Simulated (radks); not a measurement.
Ir+, 76 electrons, occupied as [Kr] 4d10 4f14 5s2 5p5 5d7 6s1 5f1 (not the ground configuration). Calculated with a radial shooting solver on a logarithmic mesh with Libxc functionals: scalar-relativistic Kohn-Sham, XLYP, spin-unpolarised, spherical densities, finite nucleus; Fermi nuclear charge, rms radius 5.4032 fm.

Radial electron density D(r) = 4 pi r^2 rho(r):

r (bohr),D(r) (e/bohr)
0.001082,10.38
0.001515,16.93
0.002137,27.15
0.00299,41.45
0.004184,60.02
0.005854,80.79
0.008192,98.58
0.01146,106.2
0.01617,100.8
0.02263,94.08
0.03166,106.9
0.04431,136.0
0.062,139.2
0.08676,113.7
0.1214,121.9
0.1713,125.7
0.2397,78.02
0.3354,78.52
0.4693,74.63
0.6567,35.67
0.9189,19.65
1.296,11.90
1.814,5.035
2.538,1.615
3.552,0.3570
4.97,0.1202
6.955,0.1376
9.81,0.09443
13.73,0.02338
19.21,0.001442

D(r) has 5 maxima, at r = 0.0116, 0.0537, 0.149, 0.390, 7.18 bohr, and minima at 0.0226, 0.0963, 0.277, 5.21 bohr, inside which lie 1.90, 11.01, 29.94, 75.17 electrons.
